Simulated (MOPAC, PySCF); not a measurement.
boron phosphide flake of 4 rings (pyrene shape) `B1PB2PBP3BPBP4BPB(P1)P2B34`, neutral singlet in the gas phase. 

Z-matrix (Å, degrees):
```
B
P 1 1.8636
B 2 1.8554 1 120.11
H 3 1.1994 2 120.27 1 -177.46
P 3 1.8332 4 121.92 2 178.93
H 5 1.4076 3 117.76 4 4.03
B 5 1.8332 6 117.76 3 -171.52
H 7 1.1994 5 121.93 6 -4.24
P 7 1.8554 8 120.26 5 178.63
B 9 1.8576 7 119.68 8 5.64
H 10 1.1998 9 120.09 7 -2.08
P 10 1.8360 11 121.12 9 175.14
H 12 1.4105 10 115.22 11 21.47
B 2 1.8576 3 119.68 4 -5.51
H 14 1.1997 2 120.10 3 2.15
P 14 1.8361 15 121.11 2 -174.92
H 16 1.4105 14 115.22 15 -21.60
B 12 1.8592 13 113.88 10 -146.22
B 16 1.8592 17 113.88 14 146.20
P 1 1.8637 2 119.97 3 175.59
P 19 1.8764 16 122.19 17 24.15
H 21 1.4139 19 109.65 16 -39.06
B 21 1.8578 22 111.09 19 128.77
H 23 1.2013 21 120.47 22 28.02
P 23 1.8578 24 120.47 21 -165.50
H 25 1.4139 23 111.09 24 -28.02
```
Charge 0, multiplicity 1.

All levels are single points at this geometry (B3LYP-D3(BJ)/def2-SVP); Pople sets use spherical d functions. Orbital energies aren't observables, and empty levels follow the basis.

HF/6-31G* in PySCF gives gap (eV) = 8.75.

Q: Estimate the gap (eV) from each of these levels: ωB97X-D3(BJ)/def2-SVP in PySCF; B3LYP/6-31G* in PySCF; PBE/6-31G* in PySCF; AM1 in MOPAC; PM7 in MOPAC.

A: 
| level | gap (eV) |
|---|---|
| ωB97X-D3(BJ)/def2-SVP in PySCF | 7.35 |
| B3LYP/6-31G* in PySCF | 3.45 |
| PBE/6-31G* in PySCF | 2.25 |
| AM1 in MOPAC | 6.64 |
| PM7 in MOPAC | 4.79 |
